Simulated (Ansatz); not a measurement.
Reaction (ligand exchange at the Si–O bond): `C[SiH](O)O` + H₂S → `C[SiH](O)S` + H₂O

Program: Ansatz. Geometries: PBE0-D4/def2-TZVP. ΔE: electronic, gas phase. CCSD(T)/CBS is the MP2 limit (def2-TZVPP, def2-QZVPP) plus CCSD(T) − MP2 in def2-TZVPP, frozen cores. This one scheme is used for every species. Functionals use def2-TZVPP. HSE06 is defined as in plane-wave codes. One conformer a species, not always the lowest.

Q: Is it downhill or uphill in electronic energy at CCSD(T)/CBS, and by how much? (Best estimate.)

A: Ansatz gave: Uphill: ΔE = +9.5 kcal/mol.

Q: What do these levels give: BHLYP-D4, PBE-QIDH, r2SCAN0, HSE06, HF/CBS(def2), MP2/CBS(def2)? (Estimate.)

A: Ansatz gave: BHLYP-D4 11.4, PBE-QIDH 9.3, r2SCAN0 10.0, HSE06 8.5, HF/CBS(def2) 14.3, MP2/CBS(def2) 8.6 kcal/mol.

Q: What do rigid-rotor, harmonic-oscillator terms from PBE0-D4/def2-TZVP frequencies (298.15 K, 1 bar) make of the CCSD(T)/CBS value? (An estimate is asked.)

A: The calculation gave: ΔZPE = +1.2 kcal/mol, ΔH = +11.0 kcal/mol, ΔS = -2 J/(mol·K), ΔG = +11.1 kcal/mol.

Largest T1 diagnostic among the species: 0.011.

From BLYP to BHLYP (50 % exact exchange), in def2-TZVPP and without D4, ΔE moves by +1.3 kcal/mol. The D4 term adds −1.3 kcal/mol with B3LYP and −0.7 kcal/mol with PBE0; it sums over pairs of atoms, weighted by their polarisabilities, and B3LYP, whose exchange is more repulsive, gets the larger term.

B3LYP here is the variant with VWN-RPA as its local correlation; programs differ in this.
